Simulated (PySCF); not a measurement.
C5H6Se, SMILES C=C=C1CC[Se]1. Heavy atoms are numbered as in [CH2:1]=[C:2]=[C:3]1[CH2:4][CH2:5][Se:6]1. Hydrogens are named by the atom that carries them.

Geometry: B3LYP-D3(BJ)/def2-SVP. This is a generated structure with no PubChem entry under its InChIKey; it may be hypothetical.

All values below come from PBE0/pcSseg-1 (PySCF).

GIAO shieldings, no solvent; atoms alike by connectivity are averaged. δ = σ(ref) − σ: ¹³C against TMS (σ = 186.3 ppm); ⁷⁷Se against Me2Se (σ = 1740.1 ppm); ¹H against TMS (σ = 31.56 ppm), references at their B3LYP-D3(BJ)/def2-TZVP geometries, non-relativistic.

```json
[
 {"nucleus": "¹³C", "atoms": "C2", "count": "1", "δ (ppm)": "218.7"},
 {"nucleus": "¹³C", "atoms": "C3", "count": "1", "δ (ppm)": "109.8"},
 {"nucleus": "¹³C", "atoms": "C1 (CH2)", "count": "1", "δ (ppm)": "91.3"},
 {"nucleus": "¹³C", "atoms": "C4 (CH2)", "count": "1", "δ (ppm)": "41.4"},
 {"nucleus": "¹³C", "atoms": "C5 (CH2)", "count": "1", "δ (ppm)": "23.3"},
 {"nucleus": "⁷⁷Se", "atoms": "Se6", "count": "1", "δ (ppm)": "553.2"},
 {"nucleus": "¹H", "atoms": "H on C1", "count": "2", "δ (ppm)": "5.58"},
 {"nucleus": "¹H", "atoms": "H on C4", "count": "2", "δ (ppm)": "3.92"},
 {"nucleus": "¹H", "atoms": "H on C5", "count": "2", "δ (ppm)": "3.15"}
]
```
